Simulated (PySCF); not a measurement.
Computed, not measured: delta-SCF UKS SCAN, pcX-2 on the ionised atom, pcseg-1 elsewhere, spin-free X2C (PySCF 2.14.0). Geometries: PBE0-D3(BJ)/def2-SVP; isolated species, one conformer each. Values against the vacuum level. Spin–orbit coupling isn't in the SCF: each 2p doublet comes from a relaxed spin-free hole plus a matrix of the shell (mean-field spin–orbit coupling and the ground-state 2p splitting), with 2p3/2 averaged over its two sublevels.

(1) Order these sites by rising C 1s binding energy.
A. C3 in `[CH:1]#[C:2]/[C:3](=[N:4]\[SiH3:5])[CH:6]1[CH2:7][CH2:8]1`
B. C6 in `[CH:1]#[C:2][SiH2:3]/[N:4]=[CH:5]/[CH:6]=[CH:7]\[CH3:8]`
C. C4 in `[CH2:1]=[CH:2][c:3]1[cH:4][cH:5][n:6]([SiH3:7])[cH:8]1`
D. C6 in `[CH:1]#[C:2]/[C:3](=[N:4]/[SiH3:5])[CH:6]1[CH2:7][CH2:8]1`
E. C5 in `[CH:1]#[C:2][SiH2:3]/[N:4]=[CH:5]\[CH:6]=[CH:7]/[CH3:8]`

(2) Rank by computed Si 1s binding energy, lowest first.
A. Silicon in `C#C[SiH2]/N=C\C=C/C`
B. Silicon in `C=Cc1ccn([SiH3])c1`
C. Silicon in `C#C/C(=N\[SiH3])C1CC1`

(3) Rank by computed Si 2p3/2 binding energy, lowest first.
A. Silicon in `C1CC1/C(=N/[SiH3])C#C`
B. Silicon in `C#C[SiH2]/N=C/C=C\C`
C. Silicon in `C=Cc1ccn([SiH3])c1`

## Answers

(1) C (289.68 eV), B (290.33 eV), D (290.95 eV), E (291.81 eV), A (292.51 eV).

The highest is bonded to N (double bond) and 2 C, the lowest to 2 C (aromatic in the SMILES) and H; the range is 2.83 eV.

(2) C (1846.44 eV), A (1846.74 eV), B (1847.42 eV).

From the lowest up, the atoms are bonded to: N and 3 H (1846.44); N, C and 2 H (1846.74); N and 3 H (1847.42).

(3) A (106.58 eV), B (106.84 eV), C (107.57 eV).

The highest is bonded to N and 3 H, the lowest to N and 3 H; the range is 0.99 eV.

2 of these hole states are spin-contaminated (⟨S²⟩ up to 0.89, against 0.75; counted from 0.85) and less certain.
